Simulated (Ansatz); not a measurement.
Coupled-cluster diagnostics for the cluster Ti₂O₃⁺, Ansatz.

Geometry of the doublet (B3LYP-D4/def2-SVP):

Cartesian coordinates in Å:
```
Ti 0.2723 -1.3444 0.3789
Ti 0.2511 1.2557 -0.1862
O -1.2281 0.0678 0.3668
O 1.4800 0.2461 0.4382
O -0.7753 -0.2251 -0.9978
```

Correlated methods freeze 13 core orbitals; core or outer-core shells of Ti are correlated, in sets that lack core-valence functions. The structure holds one bond between oxygen atoms, so isomers without such links may lie far lower. Another isomer (doublet) lies 3.74 eV lower at PBE0-D4/def2-TZVP; other spin states weren't run for this one.

(1) Estimate the CCSD(T) correlation energy, the shares of MP2 and (T), T1 and the reference's ⟨S²⟩ for: charge 1, doublet, own geometry in def2-SVP; and the rough time on 4 threads of Intel Xeon on a shared host.

## Answers

(1) 
```
                          state     basis  correlation (eV)  MP2 share (%)  (T) share (%)     T1  ⟨S²⟩ (pure)  wall time            remarks
charge 1, doublet, own geometry  def2-SVP           -28.790           93.6            4.3  0.031  1.76 (0.75)       66 s  spin-contaminated
```
Customary marks for T1 are 0.02 (closed shells), 0.045 (open shells) and about 0.05 (3d metals). T1 exceeds 0.02 in 1 of 1 rows and 0.045 in 0; the higher it lies, the less the single-reference result can be trusted.
